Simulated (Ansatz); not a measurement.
Species: C₂H₄ClF, charge 0, singlet. C2H4ClF (SMILES C[C@@H](F)Cl).
B3LYP-D3(BJ)/def2-TZVP minimum from Ansatz (a quantum-chemistry and plane-wave program):
```xyz
8

C     -1.5139    -0.5734     0.2273
C     -0.0190    -0.4599     0.3423
F      0.5875    -1.3235    -0.5369
Cl     0.5405     1.2125    -0.0308
H     -1.8319    -0.3170    -0.7825
H     -1.8110    -1.6002     0.4478
H     -1.9976     0.0975     0.9356
H      0.3609    -0.6816     1.3376
```

Total energies in cc-pV(D+d)Z, 26 correlated electrons, 8 frozen orbitals. Open shells are spin-unrestricted; no spin-orbit coupling. Correlated methods leave the cores frozen. No relativity.

| method | program | energy (Eh) | minus CCSDT(Q) (mEh) |
|---|---|---|---|
| HF | Ansatz | -637.01588 | 667.75 |
| MP2 | Ansatz | -637.62479 | 58.84 |
| CCSD | Ansatz | -637.66538 | 18.25 |
| CCSD(T) | Ansatz | -637.68152 | 2.10 |
| CCSDT(Q) | Ansatz | -637.68363 | 0.00 |

Rough core times of Ansatz's runs on a shared machine: CCSD(T) under 20 s, CCSDT(Q) 40 min.
